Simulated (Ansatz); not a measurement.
One change: `CSB(O)F` becomes `O[B](F)[GeH2][SiH3]`.

Ansatz, PBE0-D4/def2-TZVP geometries, multiplicity 1. Each molecule was computed in one conformer, which needn't be the lowest.

Scalar relativity is left out up to krypton.

| property | `CSB(O)F` |
| --- | --- |
| HOMO–LUMO gap (B3LYP/def2-TZVPP) / eV | 7.18 |
| HOMO–LUMO gap (PBE/def2-TZVPP) / eV | 5.65 |
| HOMO energy (PBE/def2-TZVPP) / eV | -6.01 |
| LUMO energy (B3LYP/def2-TZVPP) / eV | 0.17 |
| LUMO energy (ωB97M-V/def2-TZVPP) / eV | 1.94 |
| HOMO energy (PBE0/def2-TZVPP) / eV | -7.25 |

(1) Give the same properties after the change, and the shifts. (Best estimate.)

## Answers

(1) The calculation gave: 
```csv
property,`O[B](F)[GeH2][SiH3]`,shift
HOMO–LUMO gap (B3LYP/def2-TZVPP) / eV,6.99,-0.19
HOMO–LUMO gap (PBE/def2-TZVPP) / eV,5.35,-0.30
HOMO energy (PBE/def2-TZVPP) / eV,-6.89,-0.88
LUMO energy (B3LYP/def2-TZVPP) / eV,-0.87,-1.04
LUMO energy (ωB97M-V/def2-TZVPP) / eV,1.21,-0.73
HOMO energy (PBE0/def2-TZVPP) / eV,-8.06,-0.81
```

With PBE0 the HOMO falls by 0.81 eV and the LUMO falls by 1.18 eV, so the gap narrows by about 0.37 eV. PBE moves the HOMO by -0.88 eV and ωB97M-V by -0.67 eV.

B3LYP here is the variant with VWN-RPA as its local correlation; programs differ in this.
